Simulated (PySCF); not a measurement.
CH₃NO₃Si.

```xyz
9

Si    -0.9054    -0.0596     0.4037
O     -1.6530    -1.1903    -0.5302
O     -1.5636     1.4249     0.0870
N      0.7860     0.0560     0.0545
C      1.9663    -0.0880    -0.1131
O      3.1192    -0.2024    -0.2843
H     -1.0671    -0.5024     1.7979
H     -1.8035    -0.9731    -1.4583
H     -0.9755     2.1879     0.1264
```

Geometry optimised at B3LYP-D3(BJ)/def2-SVP. The structure was generated by enumeration, and PubChem lists no compound with its InChIKey, so it may never have been made. The values are those of a single conformer.

Calculation: PBE/pcSseg-1 run with PySCF. Non-relativistic, no solvent.

Computed absolute GIAO shielding of each atom: isotropic value and principal components (ppm):
```csv
atom,σ(iso),σ11,σ22,σ33,span
Si1,401.4,360.8,404.9,438.7,77.9
O2,263.4,225.2,262.4,302.4,77.2
O3,264.1,234.2,253.9,304.2,70.0
N4,203.1,133.2,140.0,336.1,202.9
C5,60.8,-45.3,-44.6,272.2,317.5
O6,188.7,95.7,99.6,370.9,275.2
H7,26.5,23.2,23.8,32.5,9.3
H8,29.1,22.2,23.9,41.1,18.8
H9,29.5,22.2,25.2,41.1,18.9
```
